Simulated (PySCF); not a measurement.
A calculated (LDA, PySCF 2.14, x2c-QZVPPall, the spin-free X2C one-electron Hamiltonian (Gaussian nucleus)) atom or ion has these occupied shells.

| shell | electrons | orbital energy (eV) | rms radius, mean of both spins (bohr) |
| --- | --- | --- | --- |
| 1s α | 1 | -10938.5 | 0.0543 |
| 1s β | 1 | -10938.5 | 0.0543 |
| 2s α | 1 | -1377.5 | 0.228 |
| 2s β | 1 | -1377.5 | 0.228 |
| 2p α | 3 | -1206.4 | 0.203 |
| 2p β | 3 | -1206.4 | 0.203 |
| 3s α | 1 | -176.67 | 0.672 |
| 3s β | 1 | -176.63 | 0.672 |
| 3p α | 3 | -124.39 | 0.703 |
| 3p β | 3 | -124.34 | 0.703 |
| 3d α | 5 | -38.650 | 0.833 |
| 3d β | 5 | -38.545 | 0.833 |
| 4s α | 1 | -20.422 | 2.16 |
| 4s β | 1 | -19.702 | 2.16 |
| 4p α | 1 | -11.712 | 2.73 |

**Question.** Name the element and its charge.

**Answer.** Ge⁺ (germanium, charge +1), in [Ar] 3d10 4s2 4p1, 2P determinant.
